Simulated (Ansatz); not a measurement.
Species: CH6O3Si, net charge 0, singlet state. SMILES: O[Si](C)(O)O
Structure (B3LYP-D3(BJ)/def2-TZVP (Ansatz, a quantum-chemistry and plane-wave program) minimum search):
```xyz
11

Si     0.0232    -0.0146     0.0077
C     -1.7807     0.4005     0.0027
O      0.3469    -1.4613    -0.7007
O      0.9211     1.0656    -0.8622
O      0.4608    -0.0715     1.5894
H     -2.3532    -0.3806     0.5058
H     -2.1541     0.4941    -1.0184
H     -1.9716     1.3409     0.5239
H      0.7816    -1.4350    -1.5566
H      0.9159     1.9864    -0.5914
H      1.3104    -0.4678     1.8005
```

Computed values are from Ansatz. Correlated levels leave the core frozen unless marked. UHF or UKS for open shells. Spin-orbit coupling is left out. No relativistic terms. CBS marks a two-point X^-3 extrapolation of the correlation energy; Hartree-Fock from the larger set. [CCSD(T)-MP2]/basis is that difference in the basis named.

```yaml
atomisation energy De: 4455.2 kJ/mol at CCSD(T)/CBS(aug-cc-pV(T+d)Z,aug-cc-pV(Q+d)Z)
vertical_triplet_singlet_gap: 7.88 eV at RI-MP2/CBS(aug-cc-pV(T+d)Z,aug-cc-pV(Q+d)Z)+[CCSD(T)-MP2]/aug-cc-pV(T+d)Z
total_energy: -556.4369 Eh at CCSD(T)/CBS(aug-cc-pV(T+d)Z,aug-cc-pV(Q+d)Z)
dipole_moment: 1.37 D at CCSD(T)/aug-cc-pV(D+d)Z
T1 diagnostic: 0.011 at CCSD/aug-cc-pV(Q+d)Z
```
